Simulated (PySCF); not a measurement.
# Bond length, frequency and bond energy of PrI by level of theory

State: quintet, about 2.9 electrons in the 4f shell (Mulliken), real f orbitals that mix terms. Set-up: basis Pr x2c-SVPall, I x2c-SVPall; spin-free X2C with a Gaussian nucleus; PySCF 2.14. De refers to Pr (4f3 6s2) + I in their high-spin ground configurations, without counterpoise correction. The functionals are run spin-unrestricted. A positive dipole means Pr(−)I(+). Levels whose curve was spin-contaminated or gave no clean fit are not listed.

| Level | Re (Å) | ωe (cm⁻¹) | De (eV) | μ (D) |
| --- | --- | --- | --- | --- |
| UHF | 3.104 | 150 | n/a | -5.79 |
| UHF-MP2 | 2.974 | 169 | n/a | n/a |
| UHF-SCS-MP2 | 3.000 | 165 | n/a | n/a |
| PW91 | 2.956 | 166 | 3.94 | -4.54 |
| r²SCAN | 2.977 | 165 | 4.17 | -5.19 |
| PBE0 | 2.976 | 163 | 3.81 | -5.16 |
| BHandHLYP | 3.023 | 159 | 3.46 | -5.64 |
| LC-ωPBE | 2.981 | 164 | 3.88 | -5.48 |

Question: What does second-order correlation do here, going from UHF to UHF-MP2?

Answer: UHF-MP2 less UHF: -13.0 pm in Re, +12.7 % in ωe. Correlation nearly always deepens the well. The bond shortens, as in weak, metallic or heavy-atom bonds, where dispersion and the correlation of outer-core electrons pull the atoms together.

Correlated steps freeze 36 core orbitals. Spin–orbit coupling is left out, which matters for elements this heavy, above all for dissociation energies. Counting both spins, an empty level lies below a filled one in some of these solutions, because spin and occupation are held. With d or f electrons several states lie close, and the lowest PBE0 determinant need not be the measured ground state.

The whole job (state search and all levels along the bond) took about 17 min on 4 threads of Arm Neoverse V2 (shared host), peak memory 6.6 GiB.
